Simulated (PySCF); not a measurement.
## Bond curve of CsAl

Set-up: Cs def2-SVP with ECP46, Al def2-SVP; scalar-relativistic core potentials (PySCF 2.14). Energies in eV from Cs + Al in their ground configurations at the same level. State: ³Π (triplet), unpaired electrons σ ↑, π ↑.

All columns are CAM-B3LYP. A positive dipole means Cs(−)Al(+).

```json
{"R (Å)": "3.202", "E (eV)": "-0.177", "μ (D)": "-6.97", "Mulliken charge on Cs (basis-dependent)": "0.35", "HOMO (eV)": "-3.70", "LUMO (eV)": "-0.96", "Mayer bond order": "0.93", "⟨S²⟩": "2.00"}
{"R (Å)": "3.351", "E (eV)": "-0.315", "μ (D)": "-7.41", "Mulliken charge on Cs (basis-dependent)": "0.36", "HOMO (eV)": "-3.72", "LUMO (eV)": "-1.00", "Mayer bond order": "0.92", "⟨S²⟩": "2.00"}
{"R (Å)": "3.500", "E (eV)": "-0.391", "μ (D)": "-7.70", "Mulliken charge on Cs (basis-dependent)": "0.36", "HOMO (eV)": "-3.72", "LUMO (eV)": "-1.04", "Mayer bond order": "0.90", "⟨S²⟩": "2.00"}
{"R (Å)": "3.611", "E (eV)": "-0.419", "μ (D)": "-7.84", "Mulliken charge on Cs (basis-dependent)": "0.35", "HOMO (eV)": "-3.72", "LUMO (eV)": "-1.06", "Mayer bond order": "0.89", "⟨S²⟩": "2.00"}
{"R (Å)": "3.723", "E (eV)": "-0.429", "μ (D)": "-7.91", "Mulliken charge on Cs (basis-dependent)": "0.34", "HOMO (eV)": "-3.71", "LUMO (eV)": "-1.09", "Mayer bond order": "0.87", "⟨S²⟩": "2.00"}
{"R (Å)": "3.835", "E (eV)": "-0.425", "μ (D)": "-7.92", "Mulliken charge on Cs (basis-dependent)": "0.33", "HOMO (eV)": "-3.69", "LUMO (eV)": "-1.11", "Mayer bond order": "0.85", "⟨S²⟩": "2.00"}
{"R (Å)": "3.984", "E (eV)": "-0.405", "μ (D)": "-7.82", "Mulliken charge on Cs (basis-dependent)": "0.31", "HOMO (eV)": "-3.66", "LUMO (eV)": "-1.13", "Mayer bond order": "0.82", "⟨S²⟩": "2.00"}
{"R (Å)": "4.170", "E (eV)": "-0.366", "μ (D)": "-7.54", "Mulliken charge on Cs (basis-dependent)": "0.28", "HOMO (eV)": "-3.63", "LUMO (eV)": "-1.15", "Mayer bond order": "0.77", "⟨S²⟩": "2.00"}
{"R (Å)": "4.393", "E (eV)": "-0.311", "μ (D)": "-7.03", "Mulliken charge on Cs (basis-dependent)": "0.24", "HOMO (eV)": "-3.59", "LUMO (eV)": "-1.16", "Mayer bond order": "0.69", "⟨S²⟩": "2.00"}
{"R (Å)": "4.691", "E (eV)": "-0.238", "μ (D)": "-6.16", "Mulliken charge on Cs (basis-dependent)": "0.19", "HOMO (eV)": "-3.53", "LUMO (eV)": "-1.15", "Mayer bond order": "0.56", "⟨S²⟩": "2.00"}
```

A fit through these points gives, at Re = 3.740 Å, μ = -7.92 D and dμ/dR = -0.242 D/Å; the reduced mass is 22.43 u.

Task: How strong is the fundamental in the double-harmonic approximation, I = 42.26·(dμ/dR)²/μred km/mol?

Result: I = 42.26·(-0.242)²/22.43 = 0.110 km/mol at CAM-B3LYP.

These are scalar-relativistic numbers at best; spin–orbit coupling would shift them, the dissociation energy most. The state is the lowest determinant that a PBE0 search found; another state may lie lower at other levels.
